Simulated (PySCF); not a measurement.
**SMILES CO[C@]12C[C@H]1[C@@H]2O, C5H8O2**

Cartesian coordinates in Å; atom numbers follow the order of the lines, from 1:
```xyz
15

C    -1.951   -0.292    0.859
O    -0.583   -0.672    0.862
C     0.114   -0.182   -0.212
C     0.430   -0.764   -1.555
C     1.536   -0.306   -0.647
C     0.960    1.053   -0.340
O     1.348    1.739    0.798
H    -2.056    0.797    0.870
H    -2.465   -0.694   -0.020
H    -2.383   -0.714    1.763
H     0.301   -1.832   -1.670
H     0.205   -0.192   -2.449
H     2.397   -0.815   -0.272
H     0.788    1.763   -1.144
H     1.353    1.121    1.540
```

Computed with PySCF 2.14.0, TDDFT CAM-B3LYP/aug-cc-pVDZ circular dichroism and optical rotation, one conformer, gas phase. Geometry: GFN2-xTB.

The molecule is flexible and this is one conformer; a measurement averages over conformers.

**Question.** Assign R or S to each stereocentre.

**Answer.** C3 R, C5 S, C6 S.

**Question.** List the lowest 8 singlet excitations with oscillator and rotatory strengths.

**Answer.** Rotatory strengths R in 10⁻⁴⁰ esu² cm², velocity form and length form (origin at the centre of mass); f in length form.
| state | E (eV) | λ (nm) | f | R (velocity) | R (length) | main |
| --- | --- | --- | --- | --- | --- | --- |
| 1 | 6.22 | 199 | 0.003 | -3.6 | -3.6 | HOMO−1→LUMO 0.24, HOMO−1→LUMO+1 0.19 |
| 2 | 6.41 | 193 | 0.011 | -5.4 | -5.4 | HOMO→LUMO 0.46, HOMO−1→LUMO 0.26 |
| 3 | 6.62 | 187 | 0.025 | -9.5 | -9.8 | HOMO→LUMO+1 0.70 |
| 4 | 6.64 | 187 | 0.006 | +1.6 | +1.5 | HOMO−1→LUMO+1 0.49, HOMO−1→LUMO 0.23 |
| 5 | 6.76 | 183 | 0.011 | -1.3 | -1.2 | HOMO→LUMO+2 0.42, HOMO−1→LUMO+2 0.18 |
| 6 | 6.91 | 180 | 0.014 | +11.3 | +11.3 | HOMO−1→LUMO+2 0.41, HOMO→LUMO+2 0.14 |
| 7 | 6.97 | 178 | 0.0006 | -0.3 | -0.2 | HOMO−1→LUMO+3 0.31, HOMO→LUMO+3 0.20 |
| 8 | 6.99 | 177 | 0.033 | +8.2 | +8.2 | HOMO→LUMO+3 0.30, HOMO−1→LUMO+3 0.27 |

Among the states computed, the strongest CD band (largest |R|) is state 6. The largest dissymmetry factor in size, g = 4R/(D+G), with D and G the electric and magnetic dipole strengths, is -0.0088 for state 1 (velocity form, f = 0.004), among bands with |R| over 0.5. The mirror image has the same energies and oscillator strengths and all R with the opposite sign.
